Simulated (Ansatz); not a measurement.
Molecule: sum formula SiH2I, net charge 0, doublet state. It need not be the lowest isomer of its formula. SMILES: [SiH2]I
Geometry from a B3LYP-D3(BJ)/def2-TZVP (Ansatz, a quantum-chemistry and plane-wave program) optimisation:
```
Si
H 1 1.4853
H 1 1.4853 2 110.24
I 1 2.4544 2 108.61 3 118.89
```
Charge 0, spin multiplicity 2.

Parts of the frozen-core correlation energy in def2-TZVPPD (Ansatz, hartree). Frozen orbitals: 14; correlated occupied orbitals by spin: 7 and 6; virtual: 120 and 121. Open shells are spin-unrestricted. No spin-orbit coupling. Past Kr the def2 sets carry scalar-relativistic core potentials.

```
term                            value
-------------------------  ----------
reference (HF)             -586.76718
MP2 opposite-spin            -0.19181
MP2 same-spin                -0.05123
CCSD correlation             -0.27635
(T)                          -0.01114
T1 diagnostic                   0.017
largest doubles amplitude       0.023
<S^2> of the reference          0.756
```
